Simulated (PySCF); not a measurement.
## Quadrupolar nuclei of `CO[C@H]1[SiH2][C@H](C)[SiH2]1` in NMR

Compound: C4H12OSi2.
Geometry (GFN2-xTB, Å), atoms numbered from 1 in this order:
```
atom  x, y, z in Å
C1     3.0835   -0.2397    0.5854
O2     2.0224    0.6594    0.4500
C3     0.7564    0.0869    0.7832
Si4   -0.6391    1.4066    0.5809
C5    -1.3368    0.3169   -0.8517
C6    -2.7942   -0.1200   -0.7459
Si7   -0.0011   -1.0478   -0.5924
H8     3.9889    0.2879    0.2882
H9     2.9436   -1.1222   -0.0534
H10    3.1845   -0.5804    1.6254
H11    0.8315   -0.3684    1.7809
H12   -1.5357    1.4894    1.7383
H13   -0.1544    2.7310    0.2080
H14   -1.2106    0.8113   -1.8183
H15   -2.9797   -0.6184    0.2028
H16   -3.4618    0.7381   -0.8119
H17   -3.0520   -0.8126   -1.5464
H18    0.8634   -1.2879   -1.7484
H19   -0.5187   -2.3210   -0.0821
```

Computed at PBE0/pcSseg-1 (PySCF, non-relativistic):

```tsv
atom	environment	nucleus	spin I	Q (b)	CQ = χzz (MHz)	η
O2	ether oxygen	17O	5/2	-0.0256	12.327	0.992
```

Task: Which field gradients stand behind these couplings (CQ in MHz = 234.96 × Q in b × Vzz in au)?

Result: The tensor is traceless, so η fixes the two smaller values:

| atom | Vxx (au) | Vyy (au) | Vzz (au) | Vzz (10²¹ V/m²) |
| --- | --- | --- | --- | --- |
| O2 | 0.008 | 2.041 | -2.049 | -19.91 |

Task: At 21.15 T, set νQ = 3|CQ|/[2I(2I − 1)] beside the Larmor frequency (|g| × 7.62259 MHz/T × B; g(17O) = −0.75752), and give PQ = |CQ|√(1 + η²/3).

Result: 
```json
{"atom": "O2", "PQ (MHz)": "14.21", "νQ (MHz)": "1.849", "ν0 (MHz)": "122.13", "νQ/ν0": "0.015"}
```

For O2: PQ = 12.33 × 1.1524, νQ = 12.33 × 0.1500, ν0 = 5.7742 MHz/T × 21.15 T.

Task: Second-order quadrupolar shift of the central transition's centre of gravity (half-integer spins, νQ < ν0/10) at 21.15, 23.5 and 28.2 T.

Result: From −(3/40)(PQ/ν0)²[I(I + 1) − 3/4]/[I(2I − 1)]², which goes as 1/B² (ppm):

```json
{"site": "17O at O2", "21.15 T": "-81.2", "23.5 T": "-65.8", "28.2 T": "-45.7"}
```

Task: Take a correlation time of 15 ps, isotropic tumbling and extreme narrowing. What quadrupolar relaxation rates and linewidths follow?

Result: 1/T1 = 1/T2 = (3π²/10)(2I + 3)/[I²(2I − 1)] × PQ² × τc; the width is 1/(πT2).

```csv
site,spin factor (2I + 3)/[I²(2I − 1)],1/T1 (s⁻¹),T1 (ms),linewidth (Hz)
17O at O2,0.320,2870,0.349,913
```

The couplings are those of the rigid, isolated species; surroundings and motion change them. GFN2-xTB bond lengths can be off by several hundredths of an ångström, more for odd bonds, and the gradients follow them. A larger basis could move these couplings by a tenth or more.

The run behind these numbers computed NMR shieldings as well. Cost: about 1.9 min of CPU time on one thread (grids of density and orbitals included); the machine was shared, so the figure is rough.

One conformer stands for the species.
